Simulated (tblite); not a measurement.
Compound: C5H7F4P.
Cartesian coordinates in Å at the GFN2-xTB level; atoms count from 1:
```
atom  x, y, z in Å
C1     2.0994   -0.9670   -0.1799
P2     0.7354   -0.5130    0.9846
C3     0.5761    1.3149    0.5689
C4    -0.3255    1.0261   -0.6319
F5    -1.4123    1.8558   -0.7184
C6    -0.6687   -0.4351   -0.2961
C7    -1.9794   -0.6162    0.4264
F8    -3.0563   -0.4035   -0.3387
F9    -2.0909    0.1779    1.4979
F10   -2.0878   -1.8790    0.8825
H11    3.0461   -0.7483    0.3106
H12    2.0550   -2.0388   -0.3638
H13    2.0469   -0.4293   -1.1236
H14    1.4958    1.8546    0.3535
H15    0.0226    1.8395    1.3476
H16    0.1866    1.1091   -1.5966
H17   -0.6501   -1.1356   -1.1329
```

Level: GFN2-xTB in tblite, geometry and Hessian alike; calculated harmonic values, unscaled, isolated species. Errors from tens to a few hundred cm⁻¹ against measured bands are possible. One conformer, not necessarily the lowest.

Harmonic wavenumbers (cm⁻¹): 54.0, 89.8, 109.2, 138.1, 153.9, 203.0, 251.1, 279.0, 310.0, 401.2, 429.7, 475.0, 488.3, 553.1, 659.9, 708.1, 719.0, 751.4, 801.7, 828.8, 875.5, 902.0, 930.4, 1013.7, 1023.4, 1049.3, 1067.3, 1110.8, 1125.2, 1172.4, 1184.2, 1233.8, 1272.9, 1305.6, 1322.3, 1421.5, 1432.3, 1448.9, 2929.6, 2970.5, 3003.8, 3006.8, 3014.7, 3017.9, 3023.9.

A = 1623, B = 1006, C = 773.4 MHz; mass 174.022 u (most abundant isotopes); point group C1, symmetry number 1.

Q: What is the zero-point energy?

A: Half the sum of the wavenumbers: 25132 cm⁻¹ = 300.64 kJ/mol.

Q: Give the ideal-gas entropy at 273.15 K and 1 bar in the rigid-rotor, harmonic-oscillator model (classical rotation).

A: Translation 171.38, rotation 124.10, vibration 115.17: S = 410.6 J/(mol K).

Q: And Cp and H(273.15 K) − H(0)?

A: Cp = 158.17 J/(mol K), of which vibrations give 124.91 (their classical limit is 45 R = 374.2); H(273.15 K) − H(0) = 26.24 kJ/mol without the zero-point energy, 17.15 from vibrations.

Q: Which modes carry the vibrational entropy at 273.15 K?

A: 54.0 cm⁻¹: 18.80; 89.8 cm⁻¹: 14.62; 109.2 cm⁻¹: 13.03; 138.1 cm⁻¹: 11.14; 153.9 cm⁻¹: 10.28; 203.0 cm⁻¹: 8.14 J/(mol K); the other 39 give 39.16 together.

Q: Blend soft modes into free rotors: weight 1/[1 + (100 cm⁻¹/ν̃)⁴] for the oscillator and the rest for a rotor with moment μB/(μ + B), μ = h/(8π²ν), B = 10⁻⁴⁴ kg m². What vibrational entropy results?

A: 108.43 J/(mol K) in place of 115.17, which changes −T·S at 273.15 K by +1.84 kJ/mol.

Hindered rotation and anharmonicity are outside this model. Other conformers, if any are populated, would add a mixing term that is left out. The structure is chiral; the term R ln 2 for an equal mix with its mirror image is left out.
